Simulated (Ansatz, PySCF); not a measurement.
## Eu(NH2)2 in two programs

Eu(NH2)2 (singlet in the valence; each metal's 4f electrons, 7 of them, lie in its core potential, out of spins and levels), relaxed with PySCF 2.14.0, RKS r2SCAN, Eu lcecp-0-SVP with ECP53, N def2-SVP, H def2-SVP; non-relativistic Hamiltonian with scalar-relativistic core potentials where named; density fitting; no spin-orbit coupling:

```xyz
7

Eu   -0.1428    1.1458    0.0094
N     0.1225   -0.1364    1.9116
H     0.1373    0.0969    2.9081
H     0.2676   -1.1505    1.8998
N    -0.0674   -0.1239   -1.9158
H     0.0805   -1.1383   -1.8994
H    -0.1445    0.0915   -2.9137
```

There the HOMO–LUMO gap is 2.60 eV. The 4f levels lie in the core potential and are missing.

The same geometry by Ansatz 0.2.0 (PBE, PAW with the 4f shell of lanthanides and the 5f shell of actinides in the valence, a periodic box with 9 Å of vacuum; gaps over both spins; site moments in spheres, but by Gaussian weights under spin-orbit coupling, so that the two can't be compared; unpaired electrons at the start: 7, along z under spin-orbit coupling; the open shells may stand above their lowest state):

```csv
spin-orbit coupling,U on f (eV),gap (eV),spin moment on Eu1 (μB),orbital moment of its f shell (μB),largest force component (eV/Å)
without,0,0.45,6.57,–,0.69
without,5,1.75,6.65,–,0.41
```

Task: What does the run with spin-orbit coupling and with U = 5 eV give?

Result: gap (eV): 1.73, spin moment on Eu1 (μB): 6.51, orbital moment of its f shell (μB): 0.02, largest force component (eV/Å): 0.43. It took 100 s on 2 threads of Arm Neoverse V2, on a shared host, peak memory 2.3 GiB.

Semilocal functionals tend to give orbital moments well under those of Hund's rules.

Without U the plane-wave gap ends on 4f levels, which the Gaussian run lacks; U moves filled and empty 4f levels apart, though the lowest empty ones can remain 4f.

The spin-orbit runs use fully relativistic datasets of their own, so changes of a few hundredths of an eV needn't come from the coupling.

No frequency check is given that shows the relaxed geometry to be a minimum. An lcecp potential fixes the number of 4f electrons, so in runs with it no electron can move into or out of that shell.
